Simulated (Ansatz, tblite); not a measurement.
Adding an electron: Sr2Se⁺ (the lowest doublet isomer of a short search). The state is a doublet with charge 1. Geometry: B3LYP-D4/def2-TZVP. Ansatz, gas phase; energy differences of separate SCF runs; the reduced species is a triplet (the singlet lies 0.39 eV higher at PBE0-D4/def2-TZVP).

Cartesian coordinates in Å:
```
Sr 1.295 -2.227 -0.907
Sr -1.263 2.298 0.765
Se -0.032 -0.071 0.142
```

In the def2 sets Sr takes a core potential; there is no spin–orbit coupling. The xTB rows come from tblite. The structure comes from a short search, and lower isomers may exist.

Q: Estimate orbital energies and vertical electron affinities at: GFN1-xTB; GFN2-xTB; PBE-D4/def2-TZVP; r2SCAN-D4/def2-TZVP; PBE0-D4/def2-TZVP.

A: 
```
              level  −HOMO (eV)  −LUMO (eV)  vertical EA (eV)  HOMO–LUMO gap (eV)
           GFN1-xTB           –           –              7.51                   –
           GFN2-xTB           –           –             10.14                   –
   PBE-D4/def2-TZVP        6.41        6.13              4.55                0.28
r2SCAN-D4/def2-TZVP        6.39        6.12              4.60                0.28
  PBE0-D4/def2-TZVP        6.65        5.80              4.68                0.85
```

  HOMO and LUMO are the levels of the spin that leaves or enters (xTB has no such levels and no spin-polarisation term). Other spin states of the ions may lie lower, which would lower the ionisation energy or raise the affinity. Raw xTB energy differences between charge states are shifted by several eV; the methods need an empirical correction for them.
